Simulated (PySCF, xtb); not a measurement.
Mo(NH)2(Cl)2 (Cl2H2MoN2), SMILES [NH]=[Mo](=[NH])([Cl])[Cl], multiplicity 1.

GFN2-xTB run with xtb at its own geometry gives an orbital gap of 2.50 eV and a dipole moment of 0.88 D.

Coordinates come from a PBE0-D3(BJ)/def2-SVP optimisation. The spin state was assumed, not searched. The structure was generated by enumeration; whether it is a known compound was not checked. The def2 effective core potentials stand for the cores of Mo; spin–orbit coupling is left out.

What does PySCF with PBE/def2-TZVP give? (An estimate is asked for; the answer gives what the named calculation found.)

gap 3.59 eV (levels -7.06 and -3.46 eV), dipole 3.31 D.
